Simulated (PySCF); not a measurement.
C₉H₁₆.
SMILES with atom numbers: `[CH3:1][C@H:2]1[CH2:3][C:4]12[CH2:5][CH2:6][CH2:7][CH2:8][CH2:9]2` (hydrogens: H10, H11, H12 on C1; H13 on C2; H14, H15 on C3; H16, H17 on C5; H18, H19 on C6; H20, H21 on C7; H22, H23 on C8; H24, H25 on C9)

The same species was optimised twice, with GFN2-xTB and with PBE0-D3(BJ)/def2-SVP (PySCF), and the same property calculations (PySCF, gas phase) were run on both structures.

```tsv
coordinate	GFN2-xTB	PBE0-D3(BJ)/def2-SVP	change
C3–C4 (Å)	1.503	1.507	+0.004
C1–C2 (Å)	1.509	1.506	-0.003
C8–C9 (Å)	1.528	1.526	-0.002
C2–C3 (Å)	1.503	1.505	+0.002
C5–C6 (Å)	1.529	1.527	-0.002
C4–C5 (Å)	1.514	1.516	+0.002
C2–C4 (Å)	1.505	1.504	-0.001
C6–C7 (Å)	1.525	1.525	0.000
C7–C8 (Å)	1.525	1.525	0.000
C4–C9 (Å)	1.516	1.516	0.000
C6–C7–C8 (°)	110.2	111.2	+1.0
C4–C5–C6 (°)	110.1	111.1	+1.0
C5–C6–C7 (°)	110.6	111.6	+1.0
C4–C9–C8 (°)	110.5	111.4	+0.9
C7–C8–C9 (°)	110.3	111.2	+0.9
C1–C2–C3 (°)	120.8	121.6	+0.8
C5–C4–C9 (°)	111.7	112.4	+0.7
C1–C2–C4 (°)	122.7	123.3	+0.6
```

Rotational constants: A = 3124, B = 1172, C = 1009 MHz (GFN2-xTB) against A = 3098, B = 1164, C = 999.8 MHz (PBE0-D3(BJ)/def2-SVP). Point groups within 0.08 Å: C1 and C1.

On the GFN2-xTB structure: HOMO (eV) -7.26 [PBE0/pcSseg-1]; LUMO (eV) 1.50 [PBE0/pcSseg-1]; dipole (D) 0.11 [PBE0/pcSseg-1]; GIAO shielding of C1 (ppm) 170.9 [PBE0/pcSseg-1]; GIAO shielding of C2 (ppm) 165.2 [PBE0/pcSseg-1]; GIAO shielding of C3 (ppm) 166.1 [PBE0/pcSseg-1]; GIAO shielding of C4 (ppm) 161.7 [PBE0/pcSseg-1]; GIAO shielding of C5 (ppm) 153.0 [PBE0/pcSseg-1]; GIAO shielding of C6 (ppm) 157.3 [PBE0/pcSseg-1]; GIAO shielding of C7 (ppm) 155.9 [PBE0/pcSseg-1]; GIAO shielding of C8 (ppm) 157.4 [PBE0/pcSseg-1].

Question: What do these properties become on the PBE0-D3(BJ)/def2-SVP structure?

Answer: 
| property | level | on GFN2-xTB | on PBE0-D3(BJ)/def2-SVP | change |
| --- | --- | --- | --- | --- |
| HOMO (eV) | PBE0/pcSseg-1 | -7.26 | -7.31 | -0.05 |
| LUMO (eV) | PBE0/pcSseg-1 | 1.50 | 1.43 | -0.07 |
| dipole (D) | PBE0/pcSseg-1 | 0.11 | 0.12 | +0.01 |
| energy, GFN2-xTB geometry as zero (kcal/mol) | PBE0/pcSseg-1 | 0.0 | -0.7 | -0.7 |
| GIAO shielding of C1 (ppm) | PBE0/pcSseg-1 | 170.9 | 169.4 | -1.5 |
| GIAO shielding of C2 (ppm) | PBE0/pcSseg-1 | 165.2 | 164.2 | -1.0 |
| GIAO shielding of C3 (ppm) | PBE0/pcSseg-1 | 166.1 | 163.6 | -2.5 |
| GIAO shielding of C4 (ppm) | PBE0/pcSseg-1 | 161.7 | 162.1 | +0.4 |
| GIAO shielding of C5 (ppm) | PBE0/pcSseg-1 | 153.0 | 152.1 | -0.9 |
| GIAO shielding of C6 (ppm) | PBE0/pcSseg-1 | 157.3 | 156.8 | -0.5 |
| GIAO shielding of C7 (ppm) | PBE0/pcSseg-1 | 155.9 | 155.2 | -0.7 |
| GIAO shielding of C8 (ppm) | PBE0/pcSseg-1 | 157.4 | 156.9 | -0.5 |

The heavy atoms differ by 0.018 Å rms after alignment. Among bonds between heavy atoms C1–C2 and C3–C4 change most and about equally (-0.003 to +0.004 Å). Changes are differences of the printed values. Neither structure is proved a minimum here.
